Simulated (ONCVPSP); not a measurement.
## PBEsol ONCV dataset for Cl, scalar-relativistic all-electron reference.

```
Element                 : Cl
Generator               : ONCVPSP 4.0.1
Type                    : optimised norm-conserving Vanderbilt (ONCV)
Functional              : PBEsol
Relativity              : scalar-relativistic
Frozen core             : [Ne]
Valence charge          : 7
Reference configuration : 3s2 3p4.75 (charge +0.25)
Partial waves           : 3s: rc 1.40 bohr, ncon 5, nbas 9, qcut 3.7 1/bohr, 2 projectors, debl 0.8 Ha; 3p: rc 1.10 bohr, ncon 3, nbas 6, qcut 7.1 1/bohr, 1 projector
Local potential         : polynomial inside 0.75 bohr (lpopt 4, dvloc0 4 Ha)
Core correction         : Teter function, fcfact 4, rcfact 1.3
```

In the s channel the program set the typed energies aside and used -0.857, 0.250 Ha.

All-electron outer shells of the reference configuration (PBEsol, scalar-relativistic, ld1.x):

```
shell  level (eV)  outermost node (bohr)  outermost maximum (bohr)
   2s     -255.16                   0.12                      0.36
   2p     -194.40                      –                      0.30
   3s      -23.31                   0.56                      1.27
   3p      -11.11                   0.53                      1.43
```

Q: Estimate the cutoffs (Ha) at which the residual kinetic energy of the hardest occupied pseudo-wave falls to 1 and 0.1 mHa per electron.

A: 93 Ha and 114 Ha.

Q: What does a ghost test show?

A: No bound ghost flagged; GHOST(+) flags only above 600 eV.

Q: Which valence shell sets the plane-wave cutoff?

A: 3s: 93 Ha for 1 mHa per electron, against 9 Ha for 3p.

Q: Tests: 3s2 3p5; 3s2 3p4; 3s2 3p3; 3s1 3p5. Which has the largest error in its energy relative to the reference configuration, and how large is it?

A: 3s2 3p3, with +17 meV (all-electron minus pseudo) on +36.78 eV.
